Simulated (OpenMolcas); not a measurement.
## P2+: RASPT2 settings compared

```
Program             : OpenMolcas 26.06
Basis               : ANO-RCC-VTZP [5s4p2d1f]
Scalar Hamiltonian  : X2C, point nucleus
Active space        : 3 electrons in 9 orbitals (RAS2 3s 3p; RAS3 3d, at most 2 electrons)
State averaging     : 2S+1 = 2 odd, 11 roots; 2S+1 = 4 odd, 1 root kept (CI in the orbitals of an earlier block); 2S+1 = 2 even, 9 roots; 2S+1 = 4 even, 3 roots kept (CI in the orbitals of an earlier block)
Spin-orbit coupling : RASSI with atomic mean-field integrals over the reference wave functions, term energies averaged over their components
```

Methods on the same reference wave functions:
A. RASSCF
B. SS-RASPT2, IPEA 0.6 Eh, sigma2 regulariser 0.1 Eh (closed shells correlated: 2s 2p)
C. XMS-RASPT2, IPEA 0 Eh, imaginary shift 0.05 Eh (closed shells correlated: 2s 2p)
D. XMS-RASPT2, IPEA 0.3 Eh, sigma1 regulariser 0.1 Eh (closed shells correlated: none)

Energies in cm-1 above 3s2 3p 2P* 1/2, the measured ground level; measured values from Martin, Zalubas and Musgrove, J. Phys. Chem. Ref. Data 14, 751 (1985).

```tsv
Level	A	B	C	D	Measured
3s2 3p 2P* 1/2	0.0	0.0	0.0	0.0	0.0
3s2 3p 2P* 3/2	486	486	488	488	559
3s 3p2 4P 1/2	54133	55600	55790	55400	56922
3s 3p2 4P 3/2	54299	55760	55950	55560	57126
3s 3p2 4P 5/2	54570	56040	56220	55830	57454
3s 3p2 2D 3/2	74831	74650	74590	74450	
3s 3p2 2D 5/2	74844	74670	74600	74460	
3s 3p2 2S 1/2	102878	101180	101440	101130	100200
```

Deviations, from unrounded energies. A percentage is the sum of absolute deviations over the sum of measured energies, with the sign that they share, or ± where signs differ.

| Against measurement | Levels | A | B | C | D |
| --- | --- | --- | --- | --- | --- |
| mean absolute deviation (cm-1) | 5 | 2300 | 1000 | 970 | 1100 |
| fine structure of the ground term (%) | 1 | -13.0 | -13.0 | -12.7 | -12.8 |
| other configurations (%) | 4 | ±4.1 | ±1.9 | ±1.8 | ±2.1 |

C lies closest to measurement on these levels and A furthest from it. The largest miss of C in the table is 3s 3p2 2S 1/2, by +1200 cm-1. The ranking rests on the paired levels alone, and a cruder setting can come out closer through cancelling errors.

Among B to D the level of the table that moves most is 3s 3p2 4P 1/2, by 390 cm-1 (lowest in D, highest in C). Moves below CASPT2's spread within the term are not significant.

The lowest spin-free term lies below A's lowest term by 0.027 hartree in B, 0.029 hartree in C, 0.012 hartree in D.

CASPT2 breaks the degeneracy within a term, and the mean is taken; among the terms shown or strongly mixed into the levels shown the widest spread is 10 cm-1 (3s 3p2 2D, D). Terms from blocks run as CI alone lack orbitals of their own. Active for correlation alone: 3d; no level in the range computed is led by a configuration that fills it, so any true level of that kind is missing. Some terms mix strongly with configurations of 3d, whose occupation reaches 0.21 (3s 3p2 2D). Computed and measured levels are paired by configuration, term and J; levels that our copy of the source lacks, or whose pairing is in doubt (as where it misses far off the trend of its configuration), stay unpaired and out of the deviations. Only configurations of the active space appear. Levels that lie high or do not pair safely by name in every column are left out.

* marks odd parity.
